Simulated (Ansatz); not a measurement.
C$_{3}$H$_{3}$, charge -1, singlet, geometry from GFN2-xTB (a gas-phase anion, which may not be bound at this level); MP2/STO-3G in Ansatz (a first-principles code).

Ansatz was given this input:
Ansatz 0.2 input:
```yaml
crystal:
  periodic: [false, false, false]
  atoms:
    - {symbol: C, position_ang: [-0.00058846, -0.06735310, 0.13145175]}
    - {symbol: C, position_ang: [0.01272709, 0.42165409, 1.28692893]}
    - {symbol: C, position_ang: [-0.00916618, -0.23508926, -1.20054090]}
    - {symbol: H, position_ang: [0.00817204, -0.08669387, 2.25254432]}
    - {symbol: H, position_ang: [0.90933867, -0.33006222, -1.78374476]}
    - {symbol: H, position_ang: [-0.93534543, -0.29851433, -1.77583821]}
basis:
  gaussian:
    orbitals: STO-3G
total_charge: -1
magnetization: {spin_polarized: false}
correlation: {method: mp2, electrons: outside_noble_gas}
accuracy: high
```

The log (banner, timings and long lists left out):

```
Functional definition: HF
322 factors; integrals over basis functions are off by at most 1.5e-8 eV
mean field evaluation 1: about -3090.4534 eV, gradient 1.9e1 eV
mean field evaluation 2: about -3090.5129 eV, gradient 1.9e1 eV
mean field evaluation 4: about -3091.8876 eV, gradient 2.5e0 eV
mean field evaluation 8: about -3091.9330 eV, gradient 1.2e-4 eV
mean field -3091.93195552 eV, -113.6264035785 hartree, gradient 6.2e-8 eV, S^2 0.000000; 0 other end points of the search recorded, 0 dependent functions left out
3 core orbitals not correlated
reference -3091.93195552 eV, -113.6264035785 hartree; 8, 8 occupied and 7, 7 virtual orbitals, 322 factors
second order -4.89968093 eV of doubles, -0.00000000 eV of singles
Total energy: -3096.83163645 eV, -113.8064635315 hartree
```
